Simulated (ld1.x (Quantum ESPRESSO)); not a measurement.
**What the settings do to the RRKJ potential of zirconium (Zr)**

Base potential:

Zr, norm-conserving RRKJ (Kleinman–Bylander form), made with ld1.x (Quantum ESPRESSO) 7.5 (PBE, scalar-relativistic). Core [Ar] 3d10, reference 4s2 4p6 4d2 5s1 5p0 (charge +1). Waves: 4p (bound): rc 1.55 bohr; 4d (bound): rc 1.90 bohr; 4s (bound): rc 1.65 bohr. Local part: the s channel. Core correction: none.

Occupied shells without a wave of their own: 5s. They enter only through the test configuration that unscreens the potential.

All-electron outer shells of the reference configuration (PBE, scalar-relativistic, ld1.x):

| shell | level (eV) | outermost node (bohr) | outermost maximum (bohr) |
| --- | --- | --- | --- |
| 3d | -181.39 | – | 0.35 |
| 4s | -61.18 | 0.55 | 1.08 |
| 4p | -39.14 | 0.56 | 1.17 |
| 4d | -9.98 | 0.58 | 1.59 |
| 5s | -9.94 | 1.46 | 3.00 |
| 5p | -6.26 | 1.68 | 3.71 |

Cutoffs, loose and tight: the cutoffs (Ry, on a coarse ladder) from which the occupation-weighted sum of valence levels, in a spherical-Bessel basis at the reference potential, stays within 10 and 1 mRy of its value at 400 Ry. They do not see the model core or the augmentation charge, which bear on the density cutoff. Test errors are all-electron minus pseudo excitation energies from the reference, over the configurations 4s2 4p6 4d2 5s2 5p0; 4s2 4p6 4d2 5s0 5p0; 4s2 4p6 4d1 5s0 5p0; 4s2 4p6 4d2.5 5s1.5 5p0; 4s2 4p6 4d2 5s1 5p1; 4s2 4p6 4d3 5s1 5p0; 4s1 4p6 4d2 5s2 5p0. A dash means not determined; rows that change the core or the reference have their own tests.

```csv
change,outcome,"cutoff, loose","cutoff, tight",bound ghosts,largest test error (meV)
base,"generated, misses its reference levels by 0.48 eV",55 Ry,90 Ry,none,-869
wave 4d (bound): rc 1.90 bohr becomes 4d (bound): rc 1.24 bohr,"generated, misses its reference levels by 0.48 eV",60 Ry,90 Ry,none,-867
wave 4d (bound): rc 1.90 bohr becomes 4d (bound): rc 1.54 bohr,"generated, misses its reference levels by 0.48 eV",60 Ry,90 Ry,none,-869
wave 4d (bound): rc 1.90 bohr becomes 4d (bound): rc 1.96 bohr,"generated, misses its reference levels by 0.48 eV",55 Ry,90 Ry,none,-869
wave 4d (bound): rc 1.90 bohr becomes 4d (bound): rc 2.26 bohr,"generated, misses its reference levels by 0.48 eV",55 Ry,90 Ry,none,-868
wave 4d (bound): rc 1.90 bohr becomes 4d (bound): rc 2.44 bohr,"generated, misses its reference levels by 0.48 eV",55 Ry,90 Ry,none,-865
wave 4d (bound): rc 1.90 bohr becomes 4d (bound): rc 2.82 bohr,"generated, misses its reference levels by 0.48 eV",55 Ry,90 Ry,none,-843
```

Reading the sweep of the d radius (base included, trends over the rows without a ghost): The loose cutoff stays near 55 Ry. The median size of the test errors (rows with all tests solved) stays near 367.9 meV.
